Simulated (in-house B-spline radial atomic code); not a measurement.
RPA and G0W0 on LDA VWN5: Se6+

Configuration [Ar] 3d10, mean-field start LDA VWN5. Computed with an all-electron radial atomic-structure program (B-spline basis): all electrons, non-relativistic, point nucleus, each spin shell either full or empty, empty states to l = 9 with an (l + 1/2)⁻⁴ tail; G0W0 by contour deformation at full frequency.

Command:
```bash
python run_gw.py task.json out
```
Settings (radii: box in bohr, nucleus in fm):
```
Z                        34
electrons                28
configuration            [Ar] 3d10
hamiltonian              nr
method                   lda,vwn
lmax                     9
spin_polarised           False
box_radius               9.29
intervals                50
```

Time taken, with all properties: 1.8 s on 1 thread of Arm Neoverse V2, on a shared host.

Energies (hartree):

```json
{"term": "mean-field total", "value": "-2388.74530"}
{"term": "Hartree-Fock functional on these orbitals", "value": "-2390.78604"}
{"term": "direct second order", "value": "-2.4196"}
{"term": "second-order exchange", "value": "0.69941"}
{"term": "SOSEX correction", "value": "0.64872"}
```

Problem. What is the RPA correlation energy, and what remains with SOSEX?

Solution. RPA gives -2.1213 hartree (-2.06 eV per electron); RPA + SOSEX gives -1.4726, and the second-order doubles -1.7202 hartree (no singles). RPA lacks exchange-type terms and so overcorrelates at short range.

Quasi-particle levels (eV):

```tsv
level	occupied	mean field	Σx - vxc	Σc	QP weight	G0W0
3d	yes	-141.04	-18.39	?	?	?
4s	no	-88.24	8.93	-1.45	0.992	-80.77
```

G0W0 = mean field + (Σx - vxc) + Σc, with Σc (partial-wave tail included) taken at the quasi-particle energy. Only the outer levels were computed. Levels of low weight are left out.

Problem. Where does G0W0 put 3d?

Solution. At -156.93 eV, with Σc = 2.50 eV and a quasi-particle weight of 0.959. The tabulated removal energy is 155.327 ± 0.012 eV (NIST, measured); the calculation leaves out relativity, Breit and QED terms, and what these don't explain is the method's own error.
